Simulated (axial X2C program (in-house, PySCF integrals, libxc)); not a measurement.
**MoSi: from the spin-free to the two-component result**

Computed with an in-house all-electron X2C program for linear molecules (integrals from PySCF). Spin-free means the one-electron spin-free X2C Hamiltonian; two-component (2c) means X2C with spin–orbit coupling and atomic mean-field two-electron Coulomb and Gaunt terms, so the difference of the two also holds small scalar two-electron terms. Basis: Mo dyall-cv3z [11s12p9d5f3g], Si dyall-v3z [8s7p2d1f] (cores contracted in-house); Gaussian nuclei, density fitting, unrestricted open shells. Masses: Mo 97.905 u, Si 27.977 u.

Spin-free state: M_S = 2, Λ = 1 (beyond evenly filled blocks: σα, π+α, π+β, π-α, δ+α, δ-α); fragments Mo + Si.

```
level  Re (Å)  ωe (cm⁻¹)  De (eV)  μ (D)
 PBE0   2.364      320.8    1.901  -2.68
```

Dipoles are positive if Si is the positive end.

Two-component determinant lowest at the distance of the search:

Ω = 3 (⟨Sz⟩ = 2.00, ⟨Lz⟩ = 1.00 at PBE0); fragments Mo + Si.

```csv
level,Re (Å),ωe (cm⁻¹),De (eV),μ (D)
PBE0,2.361,321.2,1.914,-2.66
```

Problem. From the two tables, how do the constants change at the PBE0 level (2c against spin-free)?

Solution. At the PBE0 level Re falls by 0.003 Å and ωe rises by 0.4 cm⁻¹; De is not compared, since the atomic limits differ or miss part of their spin–orbit lowering.

The state is one determinant whose occupation by symmetry is held fixed; it was picked as the lowest of a PBE0 search that is not exhaustive. Dissociation energies refer to the lowest single-determinant-based atoms at the same level and basis. Density functionals use the spin component along the axis (collinear). The 2c atoms are single determinants rather than J levels; their spin–orbit lowering is only partly caught, and De is too large by that part. This holds for PBE0. Other states lie close and PBE0, whose exact exchange favours high spin, may order them wrongly; the determinant shown need not be the ground state. The nearest other spin-free determinant of the search, M_S = 2, Λ = 0, lies 0.08 eV up at the distance of the search. Without a current term, density functionals place determinants with orbital angular momentum somewhat too high. With several unpaired electrons one determinant need not be a pure state. A state of lower Ω lies just above, and one determinant can place such states too high, so the state shown need not be the lowest. The search has Ω = 1 only 0.03 eV up. Open-shell Ω = 0 determinants with evenly filled partner blocks cannot be reached by this program, so the Ω shown need not be the lowest component. The determinant is spin-polarised beyond a pure state at some levels (its spin-free form has ⟨S²⟩ too high), which makes Re and μ there less reliable.
